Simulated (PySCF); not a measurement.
CaO, SMILES [O]=[Ca]. Coordinates come from a PBE-D3(BJ)/def2-TZVPD optimisation.

Computed equilibrium geometry at PBE-D3(BJ)/def2-TZVPD (PySCF confirms it by a frequency run) as Cartesian coordinates in Å, and its point group:
point group C∞v.
```xyz
2

Ca     0.0000     0.0000    -0.5223
O      0.0000     0.0000     1.3057
```
